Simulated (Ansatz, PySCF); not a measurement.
Species: C₂H₃, net charge 1, singlet state. It need not be the lowest isomer of its formula. SMILES: [CH2+][CH]
Coordinates optimised at B3LYP-D3(BJ)/def2-TZVP (Ansatz, an electronic-structure program):
```xyz
5

C     -0.5795    -0.0017    -0.0062
C      0.6720     0.0020     0.0071
H      1.7532     0.0052     0.0186
H     -1.1567     0.9359    -0.0245
H     -1.1514    -0.9427    -0.0001
```
Charge +1, spin multiplicity 1.

Property: vertical ionisation energy (to the doublet state of charge +2; each state is the SCF solution reached for its spin; for the singlet T1 is 0.026), in eV. Correlated levels leave the core frozen unless marked. Open shells are spin-unrestricted. Spin-orbit coupling is left out. Non-relativistic. CBS marks a two-point X^-3 extrapolation of the correlation energy; Hartree-Fock from the larger set. The bracket is a focal-point correction in the basis named.

```tsv
level	program	vertical ionisation energy (eV)	minus last row
HF/def2-SVPD	Ansatz	18.59	-1.62
HF/def2-QZVPPD	Ansatz	18.47	-1.74
PBE/def2-TZVPD	Ansatz	20.07	-0.14
B3LYP/def2-TZVPD	Ansatz	20.04	-0.17
MP2/aug-cc-pVDZ	Ansatz	19.98	-0.23
MP2/def2-TZVPPD	Ansatz	20.12	-0.09
RI-MP2/def2-TZVPPD	Ansatz	20.12	-0.09
SCS-MP2/aug-cc-pVDZ	Ansatz	19.95	-0.26
SCS-MP2/def2-QZVPPD	Ansatz	20.16	-0.05
CCSD/aug-cc-pVTZ	Ansatz	20.01	-0.20
CCSD/def2-TZVPPD	Ansatz	20.00	-0.21
CCSD(T)/aug-cc-pVTZ	Ansatz	20.14	-0.07
CCSD(T)/def2-TZVPPD	Ansatz	20.13	-0.08
RI-MP2/CBS(aug-cc-pVTZ,aug-cc-pVQZ)+[CCSD(T)-MP2]/aug-cc-pVDZ	Ansatz	20.25	0.04
CCSD(T)/CBS(def2-TZVPPD,def2-QZVPPD)	Ansatz	20.21	0.00
```

For comparison, minus the highest occupied orbital energy (PySCF): 19.87 eV at HF/def2-TZVPD, 18.24 eV at M06-2X/def2-TZVPD, 15.69 eV at BP86/def2-TZVPD.
